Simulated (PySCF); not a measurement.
H₂OSi, charge -1, doublet, geometry from GFN2-xTB (a state made from the parent by changing its charge; the spin is typed, not shown lowest) (in this run its highest filled SCF level lies above zero, so its values depend strongly on the basis, on diffuse functions most of all); CAMB3LYP/3-21G (PySCF).

Input for PySCF:
```python
from pyscf import gto, scf, dft

mol = gto.Mole()
mol.atom = '''
    Si    0.069342   -0.442938    0.003581
    O    -0.170972    1.092114   -0.008830
    H    -1.000095   -1.455620   -0.000454
    H     1.397076   -1.080167    0.020956
'''
mol.basis = '3-21g'
mol.charge = -1
mol.spin = 1
mol.verbose = 4
mol.build()

mf = dft.UKS(mol)
mf.xc = 'camb3lyp'
mf.kernel()
mf.analyze()
```

It wrote (shortened):

```
PySCF version 2.14.0

[INPUT] verbose = 4
[INPUT] num. atoms = 4
[INPUT] num. electrons = 25
[INPUT] charge = -1
[INPUT] spin (= nelec alpha-beta = 2S) = 1
[INPUT] symmetry False subgroup None
[INPUT] Mole.unit = angstrom
[INPUT] Symbol           X                Y                Z      unit          X                Y                Z       unit  Magmom
[...]
nuclear repulsion = 51.5822370183491
number of shells = 16
number of NR pGTOs = 48
number of NR cGTOs = 26
basis = 3-21g
ecp = {}

******** <class 'pyscf.dft.uks.UKS'> ********
method = UKS
initial guess = minao
damping factor = 0
level_shift factor = 0
DIIS = <class 'pyscf.scf.diis.CDIIS'>
diis_start_cycle = 1
diis_space = 8
diis_damp = 0
SCF conv_tol = 1e-09
SCF conv_tol_grad = None
SCF max_cycles = 50
direct_scf = True
direct_scf_tol = 1e-13
number electrons alpha = 13  beta = 12
XC library pyscf.dft.libxc version 7.1.2
    S. Lehtola, C. Steigemann, M. J. T. Oliveira, and M. A. L. Marques,  SoftwareX 7, 1–5 (2018)
XC functionals = camb3lyp
    T. Yanai, D. P. Tew, and N. C. Handy,  Chem. Phys. Lett. 393, 51 (2004)
radial grids:
    Treutler-Ahlrichs [JCP 102, 346 (1995); DOI:10.1063/1.469408] (M4) radial grids

becke partition: Becke, JCP 88, 2547 (1988); DOI:10.1063/1.454033
pruning grids: <function nwchem_prune>
grids dens level: 3
symmetrized grids: False
atomic radii adjust function: <function treutler_atomic_radii_adjust>
small_rho_cutoff = 0
Set gradient conv threshold to 3.16228e-05
tot grids = 52880
init E= -363.607341830651

cycle= 1 E= -363.635270652754  delta_E= -0.0279  |g|= 0.724  |ddm|= 1.35
cycle= 2 E= -361.967581795128  delta_E= 1.67  |g|= 1.81  |ddm|=  7.7
cycle= 3 E= -363.846354332855  delta_E= -1.88  |g|= 0.15  |ddm|= 7.54
cycle= 4 E= -363.864935876063  delta_E= -0.0186  |g|= 0.0245  |ddm|= 0.266
cycle= 5 E= -363.86586444042  delta_E= -0.000929  |g|= 0.016  |ddm|= 0.0519
cycle= 6 E= -363.866259261123  delta_E= -0.000395  |g|= 0.00601  |ddm|= 0.0515
cycle= 7 E= -363.866322201682  delta_E= -6.29e-05  |g|= 0.00112  |ddm|= 0.0241
cycle= 8 E= -363.866325142811  delta_E= -2.94e-06  |g|= 0.000188  |ddm|= 0.00594
cycle= 9 E= -363.866325247516  delta_E= -1.05e-07  |g|= 4.83e-05  |ddm|= 0.00107
cycle= 10 E= -363.866325252459  delta_E= -4.94e-09  |g|= 8.39e-06  |ddm|= 0.000219
cycle= 11 E= -363.866325252602  delta_E= -1.44e-10  |g|= 1.81e-06  |ddm|= 3.38e-05
Extra cycle  E= -363.866325252609  delta_E= -6.65e-12  |g|= 1.03e-06  |ddm|= 5.53e-06
converged SCF energy = -363.866325252609  <S^2> = 0.7524987  2S+1 = 2.0024971
**** SCF Summaries ****
Total Energy =                        -363.866325252609101
Nuclear Repulsion Energy =              51.582237018349083
One-electron Energy =                 -612.939707718267641
Two-electron Energy =                  197.491145447309435
Two-electron Coulomb Energy =          227.908902923114056
DFT Exchange-Correlation Energy =      -30.417757475804617
**** MO energy ****
                             alpha | beta                alpha | beta
[...]
To work with the spin densities directly, `use mulliken_meta_spin()` only printing them here.

 ** Mulliken spin pop alpha/beta on meta-lowdin orthogonal AOs **
 ** Mulliken Spin Density (per AO)  **
spin_pop of  0 Si 1s       -0.00000
spin_pop of  0 Si 2s       -0.00000
spin_pop of  0 Si 3s        0.02464
spin_pop of  0 Si 4s       -0.00074
spin_pop of  0 Si 2px      -0.00000
spin_pop of  0 Si 2py      -0.00000
spin_pop of  0 Si 2pz       0.00005
spin_pop of  0 Si 3px       0.00437
spin_pop of  0 Si 3py      -0.00341
spin_pop of  0 Si 3pz       0.55247
spin_pop of  0 Si 4px      -0.00101
spin_pop of  0 Si 4py      -0.00087
spin_pop of  0 Si 4pz       0.01335
spin_pop of  1 O 1s       -0.00001
spin_pop of  1 O 2s        0.00901
spin_pop of  1 O 3s       -0.00011
spin_pop of  1 O 2px       0.01189
spin_pop of  1 O 2py       0.00043
spin_pop of  1 O 2pz       0.43256
spin_pop of  1 O 3px      -0.00016
spin_pop of  1 O 3py      -0.00013
spin_pop of  1 O 3pz       0.00142
spin_pop of  2 H 1s       -0.02167
spin_pop of  2 H 2s       -0.00021
spin_pop of  3 H 1s       -0.02167
spin_pop of  3 H 2s       -0.00021
 ** Mulliken Spin Density (per atom)  **
spin density of  0 Si =      0.58885
spin density of  1 O =      0.45490
spin density of  2 H =     -0.02188
spin density of  3 H =     -0.02188
 ** Mulliken pop alpha/beta on meta-lowdin orthogonal AOs **
 ** Mulliken pop       alpha | beta **
[...]
In total            13.00000 | 12.00000
 ** Mulliken atomic charges   ( Nelec_alpha | Nelec_beta ) **
charge of  0Si =      0.02466  (     7.28209      6.69324 )
charge of  1O =     -0.69858  (     4.57674      4.12184 )
charge of  2H =     -0.16304  (     0.57058      0.59246 )
charge of  3H =     -0.16304  (     0.57058      0.59246 )

WARN: System has nonzero charge -1; the dipole moment is origin-dependent.
Location of origin: [0. 0. 0.]

Dipole moment(X, Y, Z, Debye):  0.17995, -1.14949,  0.00929
```
